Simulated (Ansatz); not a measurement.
Calculated with Ansatz (gas phase, PBE0-D4/def2-TZVP geometries, no zero-point term in ΔE). CCSD(T)/CBS adds triple-zeta CCSD(T) − MP2 to the extrapolated MP2 energy (def2 sets, frozen cores). DFT in def2-TZVPP. B3LYP here is the variant with VWN-RPA as its local correlation; programs differ in this. For Ge outer-core shells are correlated without core-valence functions, which leaves a few kJ/mol of doubt a bond. Scalar relativity is left out up to krypton. Each species was taken in one conformer, which may not be the lowest.

`[F][GeH2][C]1=CC1` → `FC#C[CH2][GeH3]`  (isomerisation)

| level | ΔE (kJ/mol) | difference from CCSD(T)/CBS |
| --- | --- | --- |
| r2SCAN-D4 | 135.0 | 1.7 |
| PBE0-D4 | 132.1 | -1.2 |
| B3LYP-D4 | 123.5 | -9.8 |
| ωB97X-V | 138.3 | 5.0 |
| ωB97M-V | 131.6 | -1.7 |
| PBE | 125.1 | -8.2 |
| CCSD(T)/def2-TZVPP | 132.0 | -1.3 |
| HF/def2-QZVPP | 131.7 | -1.6 |
| HF/CBS(def2) | 132.0 | -1.3 |
| MP2/CBS(def2) | 141.1 | 7.8 |
| CCSD(T)/CBS | 133.3 | 0 |

Largest T1 diagnostic among the species: 0.012.

From PBE to PBE0 (25 % exact exchange), in def2-TZVPP and without D4, ΔE moves by +6.6 kJ/mol.
